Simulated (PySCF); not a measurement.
ClSn, SMILES [Cl][Sn] (connectivity only; charge and spin as stated), neutral, multiplicity 2. The structure is a stationary point at PBE-D3(BJ)/def2-TZVP. The def2 effective core potentials stand for the cores of Sn; spin–orbit coupling is left out.

Method: PBE-D3(BJ)/def2-TZVP in PySCF.

Harmonic wavenumbers (cm⁻¹): 335. Rotational constants (GHz): 3.242 (linear); symmetry number 1.

Work out the zero-point energy and the ideal-gas rigid-rotor harmonic-oscillator thermochemistry at 298.15 K and 1 atm.

ZPE = ½ Σ hcν = ½ × 335 cm⁻¹ = 2.00 kJ/mol. H − E(el) = 11.67 kJ/mol. Entropy in J/(mol K): translation 171.58, rotation 71.16, vibration 5.18, spin 5.76, total 253.67. G − E(el) = -63.96 kJ/mol. Cp = 35.82 J/(mol K).
